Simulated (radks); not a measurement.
Values are calculated unless marked as measured or tabulated.
Q: Species: Hf XXXIII. Configuration: [Kr] 4d4 (the NIST ground configuration). Level of theory: Dirac Kohn-Sham, LB94 model potential, spin-unpolarised, spherical densities, finite nucleus; open shells fill j = l - 1/2 first; Fermi nuclear charge, rms radius 5.347 fm (a radial shooting solver on a logarithmic mesh with Libxc functionals). Some entries of the table are withheld. Estimate them.

| orbital | occ. | eigenvalue (hartree) | <r> (bohr) |
|---|---|---|---|
| 1s1/2 | 2 | -2449.904 | 0.01897 |
| 2s1/2 | 2 | (1) | 0.07963 |
| 2p1/2 | 2 | -439.8777 | (2) |
| 2p3/2 | 4 | -395.7272 | (3) |
| 3s1/2 | 2 | -139.7267 | 0.2065 |
| 3p1/2 | 2 | -131.6932 | 0.1962 |
| 3p3/2 | 4 | -122.0963 | 0.2100 |
| 3d3/2 | 4 | -108.5177 | 0.1839 |
| 3d5/2 | 6 | -106.4111 | 0.1882 |
| 4s1/2 | 2 | -59.89015 | 0.4304 |
| 4p1/2 | 2 | -56.51164 | 0.4289 |
| 4p3/2 | 4 | -53.70764 | 0.4516 |
| 4d3/2 | 4 | (4) | 0.4438 |
| 4d5/2 | 0 | (5) | 0.4504 |

A: 
(1) 2s1/2 eigenvalue (hartree): -457.9505
(2) 2p1/2 <r> (bohr): 0.06596
(3) 2p3/2 <r> (bohr): 0.07368
(4) 4d3/2 eigenvalue (hartree): -48.16356
(5) 4d5/2 eigenvalue (hartree): -47.56820
